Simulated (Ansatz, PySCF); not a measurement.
Pulling on the C5–H7 bond in CH6BN (SMILES BNC) (multiplicity 1 held, fragments rigid). Energies count from the point at 1.093 Å.
Geometry at that point (charge 0, multiplicity 1):
```xyz
9

B     -0.174     0.169     1.360
H     -1.047     0.516     2.096
H      0.905    -0.150     1.760
N     -0.421     0.138    -0.002
C      0.505    -0.252    -1.053
H     -1.332     0.407    -0.344
H      0.678     0.567    -1.756
H      0.130    -1.110    -1.617
H      1.457    -0.526    -0.602
```

R- and RO- levels are restricted; in cc, def2 and unpolarised 6-31G sets they are followed outwards from rest. Unrestricted levels (U-) break spin symmetry where that is lower. Levels need not reach the same state.

Correlated levels freeze the cores. Rows in 6-31G* carry no dispersion term and start afresh at each structure (6-31G* with six Cartesian d functions).

Codes used: Ansatz (Gaussian orbitals); PySCF for 6-31G* rows. 

Energies in kJ/mol.

```tsv
R (Å)	R-HF/6-31G*	U-r2SCAN/cc-pVTZ	U-B3LYP/6-31G*	U-wB97X-V/cc-pVTZ	R-CCSD(T)/cc-pVTZ
0.875	120	117	125	120	118
0.984	22	23	26	…	23
1.093	0	0	0	0	0
1.203	19	15	14	15	15
1.312	59	49	48	…	50
1.476	136	116	114	121	117
1.640	217	185	184	195	187
1.913	343	289	290	…	286
2.186	453	362	371	393	358
2.514	562	402	418	435	407
2.952	676	426	442	453	419
3.498	780	436	451	458	388
```

Q: What belongs in the gaps?

A: 
- 0.984, U-wB97X-V/cc-pVTZ: 24
- 1.312, U-wB97X-V/cc-pVTZ: 51
- 1.913, U-wB97X-V/cc-pVTZ: 310

Doubts at one or more of the structures used: a restricted determinant that unrestricted orbitals would lower (R-HF/6-31G*, R-CCSD(T)/cc-pVTZ); a spin-contaminated determinant (U-r2SCAN/cc-pVTZ, U-B3LYP/6-31G*, U-wB97X-V/cc-pVTZ); other coupled-cluster roots lie near (R-CCSD(T)/cc-pVTZ); T1 above 0.05 (R-CCSD(T)/cc-pVTZ).

Ansatz is a quantum-chemistry and plane-wave program.
